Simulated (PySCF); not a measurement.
Job for PySCF: R-HF/3-21G on GeHIO (SMILES [OH][Ge][I]), a point of a torsion scan.

```python
from pyscf import gto, scf, dft, mp
from pyscf.data.elements import chemcore

mol = gto.M(
    atom='''
    O    -1.08239017    0.19198568    0.21002248
    Ge    0.46731808    0.93583899   -0.18753004
    I    -0.15992154    3.37962940    0.34407725
    H    -1.54972297   -0.57518036   -0.10235708
    ''',
    basis='3-21g',
    charge=0, spin=0, verbose=3, max_memory=1800)
mf = scf.RHF(mol)
mf.conv_tol = 1e-8
mf.max_cycle = 100
mf.kernel()
if not mf.converged:
    mf = mf.newton().run(mf.mo_coeff, mf.mo_occ)
```

Task: Give the final energy of this run.

Result: -9027.7309 hartree.
